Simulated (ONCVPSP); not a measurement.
# Ag (Z = 47) ONCV: all-electron and pseudo phase curves

```json
{
  "Element": "Ag (Z = 47)",
  "Generator": "ONCVPSP 4.0.1",
  "Type": "optimised norm-conserving Vanderbilt (ONCV)",
  "Functional": "PBEsol",
  "Relativity": "scalar-relativistic",
  "Frozen core": "[Ar] 3d10",
  "Valence charge": "19",
  "Reference configuration": "4s2 4p6 4d10 5s1",
  "Partial waves": "4s+5s: rc 1.70 bohr, ncon 3, nbas 7, qcut 9.1 1/bohr, 2 projectors; 4p: rc 1.20 bohr, ncon 4, nbas 7, qcut 13.9 1/bohr, 2 projectors, debl 2.5 Ha; 4d: rc 1.15 bohr, ncon 4, nbas 7, qcut 9.6 1/bohr, 2 projectors, debl 0.6 Ha",
  "Local potential": "polynomial inside 1.00 bohr (lpopt 3, dvloc0 4 Ha)",
  "Core correction": "polynomial model core, fcfact 0.5"
}
```

The phase is arctan(r·R′/R) of the radial function R(r), unwrapped; energies in Ha, scanned from -5 to 5 Ha. A pole is an energy at which the radial function vanishes at the test radius. The pseudo phase is shifted by a multiple of π to meet the all-electron one at the reference energy, and phase errors are pseudo minus all-electron; the curves can meet again beyond the range given. Levels narrower than the energy grid can be missing from the lists of poles.

For each channel, where are the poles, and over which energies does the pseudopotential scatter like the atom?

```
channel  radius (bohr)  reference energy (Ha)  poles, all-electron  poles, pseudo  unbroken range about the reference energy with phases within 0.05 rad  phase error 1 Ha above the reference energy (rad)
      s           1.72                  -0.16                -3.30    -3.30, 4.94                                                        the whole range                                             -0.001
      p           1.22                  -2.15                 0.34           0.34                                                        the whole range                                             -0.000
      d           1.17                  -0.27                 3.73           3.72                                                        the whole range                                             +0.000
```

Phases in the d channel:

| E (Ha) | all-electron | pseudo |
| --- | --- | --- |
| -4.96 | 1.110 | 1.109 |
| -4.72 | 1.087 | 1.086 |
| -4.48 | 1.061 | 1.061 |
| -4.24 | 1.032 | 1.031 |
| -4.00 | 0.998 | 0.998 |
| -3.76 | 0.959 | 0.959 |
| -3.52 | 0.913 | 0.913 |
| -3.28 | 0.859 | 0.859 |
| -3.04 | 0.794 | 0.794 |
| -2.80 | 0.716 | 0.715 |
| -2.56 | 0.620 | 0.620 |
| -2.32 | 0.504 | 0.503 |
| -2.08 | 0.362 | 0.362 |
| -1.84 | 0.195 | 0.195 |
| -1.60 | 0.004 | 0.004 |
| -1.36 | -0.199 | -0.199 |
| -1.12 | -0.399 | -0.399 |
| -0.88 | -0.582 | -0.582 |
| -0.64 | -0.740 | -0.740 |
| -0.40 | -0.873 | -0.873 |
| -0.16 | -0.982 | -0.982 |
| 0.08 | -1.071 | -1.071 |
| 0.32 | -1.146 | -1.145 |
| 0.56 | -1.207 | -1.207 |
| 0.80 | -1.260 | -1.260 |
| 1.04 | -1.304 | -1.304 |
| 1.28 | -1.343 | -1.343 |
| 1.52 | -1.377 | -1.377 |
| 1.76 | -1.406 | -1.406 |
| 2.00 | -1.433 | -1.433 |
| 2.24 | -1.457 | -1.457 |
| 2.48 | -1.479 | -1.479 |
| 2.72 | -1.499 | -1.499 |
| 2.96 | -1.518 | -1.518 |
| 3.20 | -1.536 | -1.536 |
| 3.44 | -1.552 | -1.552 |
| 3.68 | -1.568 | -1.568 |
| 3.92 | -1.583 | -1.583 |
| 4.16 | -1.597 | -1.598 |
| 4.40 | -1.612 | -1.613 |
| 4.64 | -1.626 | -1.627 |
| 4.88 | -1.640 | -1.641 |
